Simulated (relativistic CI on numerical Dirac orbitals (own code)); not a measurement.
# Spin-allowed bands of a d3 ion in an octahedral site, by hand

Problem. A d3 ion in an octahedral site has a 4A2 ground term and spin-allowed bands at ν1 = 29900 and ν2 = 36276 cm⁻¹ (from a computed ligand-field model). Find Δ and the Racah parameter B, and predict the third band.

Working.
1. The F term splits into A2 (−1.2Δ), T2 (−0.2Δ) and T1 (+0.6Δ), so ν1 = E(T2) − E(A2) = Δ = 29900 cm⁻¹.
2. T1(F) mixes with T1(P), which lies at 15B, through an element 0.4Δ. The two roots, counted from A2, are ν2,3 = ½(15B + 3Δ) ∓ ½√[(15B − Δ)² + 12BΔ].
3. Solving the lower root for B gives B = (2ν1² + ν2² − 3ν1ν2)/(15ν2 − 27ν1) = -149989024/-263160 = 570 cm⁻¹.
4. The sum of the roots is 15B + 3Δ, so ν3 = 15B + 3ν1 − ν2 = 61973 cm⁻¹ (161 nm).

Check. The bands were computed by exact diagonalisation of the d3 shell with B = 570 and Δ = 29900 cm⁻¹, which gives ν3 = 61974 cm⁻¹. C does not enter the terms of highest spin.
